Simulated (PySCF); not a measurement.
## Two-component Hartree-Fock for Pm³⁺ (promethium, charge +3)

Start: [Xe] 4f4; 4f5/2 filled at m_j = -1/2, +1/2, +3/2, +5/2. Calculated with PySCF 2.14 in x2c-SVPall-2c (7s10p9d3f1g, 112 functions): generalised Hartree-Fock with the X2C-1e Hamiltonian and a Gaussian nucleus; one run each with spin-orbit coupling (SO) switched off, then screened by Boettger's factors.

| spinor shell | electrons | ε, spin-free (eV) | ε, screened SO (eV) | weight of nominal j (screened SO) | rms radius, screened SO (bohr) |
| --- | --- | --- | --- | --- | --- |
| 1s1/2 | 2 | -45436.2 | -45429.0 | 1.000 | 0.0264 |
| 2s1/2 | 2 | -7529.1 | -7526.9 | 1.000 | 0.107 |
| 2p1/2 | 2 | -6721.2 | -7114.6 | 1.000 | 0.0918 |
| 2p3/2 | 4 | -6721.2 | -6550.0 | 1.000 | 0.0980 |
| 3s1/2 | 2 | -1715.6 | -1714.8 | 1.000 | 0.277 |
| 3p1/2 | 2 | -1456.3 | -1537.4 | 1.000 | 0.269 |
| 3p3/2 | 4 | -1456.3 | -1420.5 | 1.000 | 0.282 |
| 3d3/2 | 4 | -1100.2 | -1115.3 | 0.997 | 0.254 |
| 3d5/2 | 6 | -1100.2 | -1089.4 | 0.998 | 0.257 |
| 4s1/2 | 2 | -387.81 | -387.56 | 1.000 | 0.629 |
| 4p1/2 | 2 | -299.82 | -319.04 | 0.981 | 0.649 |
| 4d3/2 | 4 | -172.06 | -179.05 | 0.776 | 0.736 |
| 4d5/2 | 6 | -172.06 | -167.16 | 0.850 | 0.742 |
| 5s1/2 | 2 | -79.734 | -79.686 | 1.000 | 1.52 |
| 5p1/2 | 2 | -55.001 | -58.174 | 0.950 | 1.67 |
| 5p3/2 | 4 | -55.001 | -53.567 | 0.975 | 1.76 |
| 4f5/2 | 4 | -44.298 | -44.309 | 0.707 | 0.999 |

Where does 4p3/2 lie, and what is the 4p spin-orbit splitting (screened SO)?

At -291.15 eV, 27.892 eV above 4p1/2.

| quantity | spin-free | screened SO |
| --- | --- | --- |
| E (hartree) | -10012.15887 | -10017.49741 |
| M_J | 4 | 4 |
| ⟨J²⟩ | 24.005 | 23.355 |
| ⟨L²⟩ | 42.003 | 41.839 |
| ⟨S²⟩ | 6.002 | 5.980 |

The determinant has a definite M_J but mixes levels of different J.

Each row is a mean over spinors that exchange with the open shell spreads, by up to 11.105 eV (4d3/2).

Rows whose weight is well below 1 are mixtures of j = l ± 1/2: exchange outweighs spin-orbit coupling there, and the label is only the starting occupation.

Breit and QED terms are absent; they matter most for the inner s and p1/2 levels.

Densities and radii are taken from the X2C orbitals without a picture-change correction, which distorts them close to the nucleus.

Without spin-orbit coupling the j labels of p, d and f shells carry no meaning; the spin-free column gives the mean over the occupied spinors of each nl shell, and its ⟨J²⟩ belongs to a mixture of degenerate components.
